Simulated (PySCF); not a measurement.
PySCF input (M06-L/def2-TZVPD):

```python
from pyscf import gto, scf, dft

mol = gto.M(
    atom='''
    Ga   -0.00000000   -0.00000000   -1.80751925
    O     0.00000000    0.00000000    0.00000000
    Ga    0.00000000    0.00000000    1.80751925
    ''',
    basis='def2-tzvpd',
    charge=1,
    spin=1,
    symmetry='D2h',
    verbose=4,
)

mf = dft.UKS(mol, xc='m06l').density_fit(auxbasis='def2-universal-jkfit')
mf.grids.level = 4
mf.conv_tol = 1e-9
mf.max_cycle = 100
mf.max_memory = 1500
mf.kernel()
if not mf.converged:
    mf = mf.newton()
    mf.kernel(mf.make_rdm1())
mf.analyze()
```

Output:

```
PySCF version 2.14.0

[INPUT] verbose = 4
[INPUT] num. atoms = 3
[INPUT] num. electrons = 69
[INPUT] charge = 1
[INPUT] spin (= nelec alpha-beta = 2S) = 1
[INPUT] symmetry D2h subgroup None
[INPUT] Mole.unit = angstrom
[INPUT] Symbol           X                Y                Z      unit          X                Y                Z       unit  Magmom
[INPUT]  1 Ga     0.000000000000   0.000000000000  -1.807519250000 AA    0.000000000000   0.000000000000  -3.415716347379 Bohr   0.0
[INPUT]  2 O      0.000000000000   0.000000000000   0.000000000000 AA    0.000000000000   0.000000000000   0.000000000000 Bohr   0.0
[INPUT]  3 Ga     0.000000000000   0.000000000000   1.807519250000 AA    0.000000000000   0.000000000000   3.415716347379 Bohr   0.0

nuclear repulsion = 285.884394571942
point group symmetry = Dooh, use subgroup D2h
symmetry origin: [0. 0. 0.]
symmetry axis x: [1. 0. 0.]
symmetry axis y: [0. 1. 0.]
symmetry axis z: [0. 0. 1.]
num. orbitals of irrep Ag = 36
num. orbitals of irrep B1g = 9
num. orbitals of irrep B2g = 15
num. orbitals of irrep B3g = 15
num. orbitals of irrep Au = 7
num. orbitals of irrep B1u = 30
num. orbitals of irrep B2u = 18
num. orbitals of irrep B3u = 18
number of shells = 50
number of NR pGTOs = 267
number of NR cGTOs = 148
basis = def2-tzvpd
ecp = {}

******** <class 'pyscf.df.df_jk.DFSymAdaptedUKS'> ********
method = DFSymAdaptedUKS
initial guess = minao
damping factor = 0
level_shift factor = 0
DIIS = <class 'pyscf.scf.diis.CDIIS'>
diis_start_cycle = 1
diis_space = 8
diis_damp = 0
SCF conv_tol = 1e-09
SCF conv_tol_grad = None
SCF max_cycles = 100
direct_scf = False
number electrons alpha = 35  beta = 34
XC library pyscf.dft.libxc version 7.1.2
    S. Lehtola, C. Steigemann, M. J. T. Oliveira, and M. A. L. Marques,  SoftwareX 7, 1–5 (2018)
XC functionals = m06l
    Y. Zhao and D. G. Truhlar,  J. Chem. Phys. 125, 194101 (2006)
    Y. Zhao and D. G. Truhlar,  J. Chem. Phys. 125, 194101 (2006)
    Y. Zhao and D. G. Truhlar,  Theor. Chem. Acc. 120, 215 (2008)
radial grids:
    Treutler-Ahlrichs [JCP 102, 346 (1995); DOI:10.1063/1.469408] (M4) radial grids

becke partition: Becke, JCP 88, 2547 (1988); DOI:10.1063/1.454033
pruning grids: <function nwchem_prune>
grids dens level: 4
[...]
beta  HOMO (Ag) = -0.461005928659389  LUMO (B1u) = -0.394508766664739
  HOMO = -0.424300487679  LUMO = -0.394508766665  gap/eV = 0.81067
Extra cycle  E= -3924.63399279229  delta_E= 6.37e-12  |g|= 4.22e-06  |ddm|= 2.77e-05
converged SCF energy = -3924.63399279229  <S^2> = 0.75345337  2S+1 = 2.0034504
**** SCF Summaries ****
Total Energy =                       -3924.633992792289064
Nuclear Repulsion Energy =             285.884394571941641
One-electron Energy =                -6029.405405811793571
Two-electron Energy =                 1818.887018447562696
Two-electron Coulomb Energy =         1977.348318465511511
DFT Exchange-Correlation Energy =     -158.461300017948730
HOMO-LUMO gap [eV] =                     0.810674020716111
Wave-function symmetry = B1u
alpha occupancy for each irrep:     Ag  B1g  B2g  B3g   Au  B1u  B2u  B3u
                                    10    1    3    3    1    9    4    4
beta  occupancy for each irrep:     Ag  B1g  B2g  B3g   Au  B1u  B2u  B3u
                                    10    1    3    3    1    8    4    4
**** MO energy ****
alpha MO #1 (Ag #1), energy= -372.107965394258 occ= 1
alpha MO #2 (B1u #1), energy= -372.107961724307 occ= 1
alpha MO #3 (Ag #2), energy= -46.0079750465074 occ= 1
alpha MO #4 (B1u #2), energy= -46.0079688111185 occ= 1
alpha MO #5 (B2g #1), energy= -40.663436440558 occ= 1
alpha MO #6 (B3g #1), energy= -40.6634364412627 occ= 1
alpha MO #7 (B2u #1), energy= -40.6634253062732 occ= 1
alpha MO #8 (B3u #1), energy= -40.6634253055685 occ= 1
alpha MO #9 (B1u #3), energy= -40.6613243240715 occ= 1
alpha MO #10 (Ag #3), energy= -40.6613177609277 occ= 1
alpha MO #11 (Ag #4), energy= -19.1628591211158 occ= 1
alpha MO #12 (B1u #4), energy= -5.69866740724834 occ= 1
alpha MO #13 (Ag #5), energy= -5.69866476703704 occ= 1
alpha MO #14 (B2g #2), energy= -3.93658586869571 occ= 1
alpha MO #15 (B3g #2), energy= -3.93658586913618 occ= 1
alpha MO #16 (B2u #2), energy= -3.9365682624496 occ= 1
alpha MO #17 (B3u #2), energy= -3.93656826200902 occ= 1
alpha MO #18 (Ag #6), energy= -3.93031638312198 occ= 1
alpha MO #19 (B1u #5), energy= -3.93031549334977 occ= 1
alpha MO #20 (Ag #7), energy= -1.12983788791522 occ= 1
alpha MO #21 (B1u #6), energy= -0.96288842379592 occ= 1
alpha MO #22 (Ag #8), energy= -0.959010594971824 occ= 1
alpha MO #23 (B1g #1), energy= -0.959010407588442 occ= 1
alpha MO #24 (B1u #7), energy= -0.958984851673725 occ= 1
alpha MO #25 (Au #1), energy= -0.958984663175497 occ= 1
alpha MO #26 (B2u #3), energy= -0.955858946094391 occ= 1
alpha MO #27 (B3u #3), energy= -0.955858945865817 occ= 1
alpha MO #28 (B3g #3), energy= -0.954711201706325 occ= 1
alpha MO #29 (B2g #3), energy= -0.954711201471373 occ= 1
alpha MO #30 (Ag #9), energy= -0.937245826531568 occ= 1
alpha MO #31 (B1u #8), energy= -0.638411464016108 occ= 1
alpha MO #32 (B3u #4), energy= -0.487538306963864 occ= 1
alpha MO #33 (B2u #4), energy= -0.487538304149125 occ= 1
alpha MO #34 (Ag #10), energy= -0.477876766374841 occ= 1
alpha MO #35 (B1u #9), energy= -0.424300487678886 occ= 1
alpha MO #36 (B2g #4), energy= -0.248506454420615 occ= 0
alpha MO #37 (B3g #4), energy= -0.24850645114347 occ= 0
alpha MO #38 (B3u #5), energy= -0.22530399115653 occ= 0
alpha MO #39 (B2u #5), energy= -0.22530398713062 occ= 0
alpha MO #40 (Ag #11), energy= -0.162651671567104 occ= 0
alpha MO #41 (Ag #12), energy= -0.108265130657095 occ= 0
alpha MO #42 (B1u #10), energy= -0.104197078040456 occ= 0
alpha MO #43 (B1u #11), energy= -0.0777067351487997 occ= 0
alpha MO #44 (Ag #13), energy= -0.0636515383379557 occ= 0
alpha MO #45 (B1g #2), energy= -0.0636515346311989 occ= 0
alpha MO #46 (B3g #5), energy= -0.0414760628172122 occ= 0
alpha MO #47 (B2g #5), energy= -0.0414760608257625 occ= 0
alpha MO #48 (B2u #6), energy= -0.037918271087503 occ= 0
alpha MO #49 (B3u #6), energy= -0.037918270062038 occ= 0
alpha MO #50 (Au #2), energy= -0.0270337494676762 occ= 0
alpha MO #51 (B1u #12), energy= -0.0270336645580382 occ= 0
alpha MO #52 (B2u #7), energy= -0.0267415003306297 occ= 0
alpha MO #53 (B3u #7), energy= -0.026741499475194 occ= 0
alpha MO #54 (Ag #14), energy= -0.0230953909613956 occ= 0
alpha MO #55 (B1u #13), energy= 0.00544980210388069 occ= 0
alpha MO #56 (Ag #15), energy= 0.0753844376169513 occ= 0
alpha MO #57 (B1u #14), energy= 0.0844434511586547 occ= 0
alpha MO #58 (Ag #16), energy= 0.105986974747595 occ= 0
alpha MO #59 (B1g #3), energy= 0.108253667180325 occ= 0
alpha MO #60 (Ag #17), energy= 0.108253950941144 occ= 0
alpha MO #61 (B2g #6), energy= 0.112764624256313 occ= 0
alpha MO #62 (B3g #6), energy= 0.112764625315001 occ= 0
alpha MO #63 (B1u #15), energy= 0.134565584330747 occ= 0
alpha MO #64 (Au #3), energy= 0.134565748759967 occ= 0
alpha MO #65 (B3u #8), energy= 0.157821806258335 occ= 0
alpha MO #66 (B2u #8), energy= 0.157821808304695 occ= 0
alpha MO #67 (B2g #7), energy= 0.160924571760922 occ= 0
alpha MO #68 (B3g #7), energy= 0.160924572920746 occ= 0
alpha MO #69 (Ag #18), energy= 0.209556538322204 occ= 0
alpha MO #70 (B1u #16), energy= 0.237595549922783 occ= 0
alpha MO #71 (B1g #4), energy= 0.261254255258822 occ= 0
alpha MO #72 (Ag #19), energy= 0.261256960564324 occ= 0
alpha MO #73 (B3u #9), energy= 0.278906275395737 occ= 0
alpha MO #74 (B2u #9), energy= 0.27890627664346 occ= 0
alpha MO #75 (B1u #17), energy= 0.317336591647624 occ= 0
alpha MO #76 (B1u #18), energy= 0.383159830730035 occ= 0
alpha MO #77 (Ag #20), energy= 0.402731301264808 occ= 0
alpha MO #78 (B3u #10), energy= 0.500422075848994 occ= 0
alpha MO #79 (B2u #10), energy= 0.500422076713378 occ= 0
alpha MO #80 (B2g #8), energy= 0.504606817790456 occ= 0
alpha MO #81 (B3g #8), energy= 0.504606819719499 occ= 0
alpha MO #82 (Ag #21), energy= 0.52273322814456 occ= 0
alpha MO #83 (Ag #22), energy= 0.735511704666571 occ= 0
alpha MO #84 (B1g #5), energy= 0.735512311872953 occ= 0
alpha MO #85 (B2u #11), energy= 0.735808888309014 occ= 0
alpha MO #86 (B3u #11), energy= 0.735808888309507 occ= 0
alpha MO #87 (B2g #9), energy= 0.738908808604524 occ= 0
alpha MO #88 (B3g #9), energy= 0.738908808604003 occ= 0
alpha MO #89 (B1u #19), energy= 0.742487362095338 occ= 0
alpha MO #90 (Au #4), energy= 0.742488644546542 occ= 0
alpha MO #91 (B3u #12), energy= 0.759214751186998 occ= 0
alpha MO #92 (B2u #12), energy= 0.759214751622457 occ= 0
alpha MO #93 (Au #5), energy= 0.769639469787578 occ= 0
alpha MO #94 (B1u #20), energy= 0.76964034163934 occ= 0
alpha MO #95 (B1u #21), energy= 0.789568201130034 occ= 0
alpha MO #96 (Ag #23), energy= 0.799611046374764 occ= 0
alpha MO #97 (B3g #10), energy= 0.859621777239497 occ= 0
alpha MO #98 (B2g #10), energy= 0.859621778025089 occ= 0
alpha MO #99 (B2g #11), energy= 0.88996511368058 occ= 0
alpha MO #100 (B3g #11), energy= 0.889965114762511 occ= 0
alpha MO #101 (Ag #24), energy= 0.890243145485272 occ= 0
alpha MO #102 (B1g #6), energy= 0.962300084433146 occ= 0
[...]
```
